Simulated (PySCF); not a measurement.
**Static response to an electric field**

Compound: C₂H₁₂GeOSi₂.
SMILES with atom numbers: `[CH3:1][O:2][Si@@H:3]([SiH3:4])[GeH2:5][CH3:6]` (hydrogens: H7, H8, H9 on C1; H10 on Si3; H11, H12, H13 on Si4; H14, H15 on Ge5; H16, H17, H18 on C6)

Structure used (PBE0-D3(BJ)/def2-SVP), in Å, numbered top down from 1:
```xyz
18
C2H12GeOSi2 angstrom
C     -1.6485    2.1366   -0.5611
O     -0.5206    1.4873   -0.0463
Si    -0.5852    0.0492    0.8177
Si    -1.5874   -1.6634   -0.4525
Ge     1.6998   -0.4534    1.2451
C      2.6544   -0.3348   -0.4598
H     -2.3522    2.4417    0.2358
H     -1.3236    3.0439   -1.0930
H     -2.2036    1.5027   -1.2786
H     -1.3987    0.2277    2.0692
H     -1.5982   -2.9217    0.3588
H     -0.7959   -1.9107   -1.6992
H     -2.9959   -1.3456   -0.8485
H      1.8372   -1.8710    1.8422
H      2.2939    0.5460    2.2597
H      3.7375   -0.4511   -0.3128
H      2.3035   -1.1192   -1.1457
H      2.4547    0.6446   -0.9171
```

Level: B3LYP/def2-SVPD (PySCF), static field, nuclei fixed, core orbitals frozen in the response. The polarisability tensor in these axes (au):

```
x   137.80   1.16   8.77
y     1.16 119.13   2.53
z     8.77   2.53 115.19
```

Problem. What are the eigenvalues, a third of the trace, and Δα (Δα² = ½Σ(αi − αj)² over the three pairs)?

Solution. Principal values 111.64, 119.51 and 140.97 au; mean 124.04 au = 18.38 Å³ = 20.45 × 10⁻⁴⁰ C²·m²/J; Δα = 26.30 au (21 % of the mean).

Problem. What is the dipole moment, and where does it point?

Solution. (-0.48, 0.37, -0.53) D, 0.80 D in size, pointing from the negative to the positive side. Measured along this direction, the outermost atoms are H14 at the negative end and H8 and H9 at the positive end.

Problem. Directions of the eigenvectors, and the extent of the frame along each?

Solution. Largest value along (0.94, 0.09, 0.33), where the nuclei span 6.59 Å; middle along (-0.17, 0.96, 0.22), 5.36 Å; least along (-0.30, -0.26, 0.92), 3.99 Å. The response follows the extents in order.

Problem. Refractivity n − 1 of an ideal gas of it at 298.15 K and 1 atm, from the electronic α?

Solution. N = p/kT = 2.4615 × 10¹⁹ cm⁻³, so n − 1 = 2π × N × 18.38 × 10⁻²⁴ cm³ = 2843 × 10⁻⁶ at long wavelengths, for an ideal gas.

Problem. Traceless (Buckingham) quadrupole moment about the centre of nuclear charge: eigenvalues?

Solution. -4.82, -1.10, 5.93 D·Å. The values depend on the origin, since the dipole doesn't vanish. The electronic extent ⟨r²⟩ about the same centre is 1734 bohr², a root-mean-square distance of 2.30 Å for the 92 electrons.

Problem. What depolarisation ratio follows for Rayleigh scattering of linearly polarised light, taking the static tensor?

Solution. ρ = 3Δα²/(45ᾱ² + 4Δα²) = 2074.9/(692357 + 2766.6) = 0.00298.

Problem. Orientational against electronic polarisability at 500 K (dilute gas, rigid molecules)?

Solution. In Gaussian units μ²/3kT = 3.12 Å³ against 18.38 Å³, a ratio of 0.17; the Debye molar polarisation (4π/3)N_A(α + μ²/3kT) is 54.2 cm³/mol, leaving out the vibrational part.

Isolated species at its PBE0-D3(BJ)/def2-SVP geometry (one conformer only). The calculation is non-relativistic, for germanium too.
